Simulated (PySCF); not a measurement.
C₄H₇In, SMILES C=[CH][InH][CH]=C.

Geometry: B3LYP-D3(BJ)/def2-SVP. The structure was generated by enumeration; whether it is a known compound was not checked. The def2 effective core potentials stand for the cores of In; spin–orbit coupling is left out. One conformer was computed; it need not be the lowest.

Computed with C-PCM-B3LYP/def2-SVP (PySCF).

The values are the electrostatic part of the solvation free energy, E(continuum) − E(gas) at the gas-phase geometry, in a cavity of scaled van der Waals radii (PySCF's table); cavitation and dispersion terms are not included. A continuum can't describe solvent molecules that bind to the metal. In vacuum the orbital gap is 5.26 eV. The dipole moment in vacuum is 0.55 D.

Computed values in water (ε = 78.36), benzene (ε = 2.27), diethylether (ε = 4.24):
```csv
solvent,ε,ΔG(elec) (kcal/mol),dipole (D),gap (eV)
water,78.36,-3.2,0.80,5.37
benzene,2.27,-1.7,0.66,5.32
diethylether,4.24,-2.4,0.72,5.34
```
